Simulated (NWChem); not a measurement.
Molecule: C4H4F2; SMILES C1[C@@H](F)C(F)=C1

```xyz
10

F      0.7801     1.8196    -0.0285
C     -0.0082     0.7468    -0.0026
C     -1.3000     0.5386    -0.2702
C     -1.1923    -0.9492     0.0553
C      0.2949    -0.6531     0.4508
F      1.2531    -1.3447    -0.2674
H     -2.1307     1.1718    -0.5576
H     -1.2552    -1.6239    -0.8041
H     -1.8300    -1.3207     0.8660
H      0.5217    -0.7723     1.5164
```
Atoms are numbered in this order, from 1.

Results from NWChem. Pople sets run with spherical d functions. STO-3G and 3-21G are far too small for this property and stand as cheap habits. The geometry was optimised at B3LYP/6-31G* (spherical d). GIAO values for the isolated, static molecule; σ is the absolute isotropic shielding, δ = σ(reference) − σ with the isolated reference molecule computed at the same levels (13C: tetramethylsilane, 19F: trichlorofluoromethane, 1H: tetramethylsilane).

```
level                δ F1 (ppm)  δ C2 (ppm)  δ C5 (ppm)  δ F6 (ppm)  δ H8 (ppm)  δ H9 (ppm)  δ H10 (ppm)
-------------------  ----------  ----------  ----------  ----------  ----------  ----------  -----------
Hartree-Fock/STO-3G         1.1       135.3        67.2       -79.1        2.02        1.88         2.88
BHandHLYP/pcSseg-1        -89.0       165.1        90.8      -191.3        2.34        2.34         5.37
KT2/pcSseg-1             -115.2       154.2        95.0      -225.7        2.24        2.39         5.67
Hartree-Fock/6-31G*         ___         ___         ___         ___        2.30         ___          ___
```

Some entries are withheld; supply them.


- Hartree-Fock/6-31G*, δ F1 (ppm): -68.2
- Hartree-Fock/6-31G*, δ C2 (ppm): 149.0
- Hartree-Fock/6-31G*, δ C5 (ppm): 80.7
- Hartree-Fock/6-31G*, δ F6 (ppm): -159.0
- Hartree-Fock/6-31G*, δ H9 (ppm): 2.19
- Hartree-Fock/6-31G*, δ H10 (ppm): 5.25
